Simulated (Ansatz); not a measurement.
Calculated with Ansatz (gas phase, PBE0-D4/def2-TZVP geometries, no zero-point term in ΔE). CCSD(T)/CBS is the MP2 limit (def2-TZVPP, def2-QZVPP) plus CCSD(T) − MP2 in def2-TZVPP, frozen cores. Functionals use def2-TZVPP. For Se outer-core shells are correlated without core-valence functions, which leaves a few kJ/mol of doubt a bond. Scalar relativity is left out up to krypton. Each species was taken in one conformer, which may not be the lowest.

`BC/N=C/[SeH]` + `C[SiH2]N` → `N[SiH2]C[SeH]` + `BCN=C`  (formal exchange of groups at the Se–C bond)

| level | ΔE (kJ/mol) |
| --- | --- |
| r2SCAN-D4 | 25.2 |
| MP2/def2-TZVPP | 17.0 |
| SCS-MP2/def2-QZVPP | 15.2 |
| HF/CBS(def2) | 14.8 |

(1) What does CCSD(T)/CBS give? (Estimate.)

Largest T1 diagnostic among the species: 0.012.

Answers

(1) Ansatz gave: +13.2 kJ/mol. The listed levels differ from it by 12.0, 3.8, 2.0, 1.6 kJ/mol.

The D4 term adds −5.1 kJ/mol with B3LYP and −2.5 kJ/mol with PBE0; it sums over pairs of atoms, weighted by their polarisabilities, and B3LYP, whose exchange is more repulsive, gets the larger term. From PBE to PBE0 (25 % exact exchange), in def2-TZVPP and without D4, ΔE moves by −4.8 kJ/mol.

B3LYP here is the variant with VWN-RPA as its local correlation; programs differ in this.
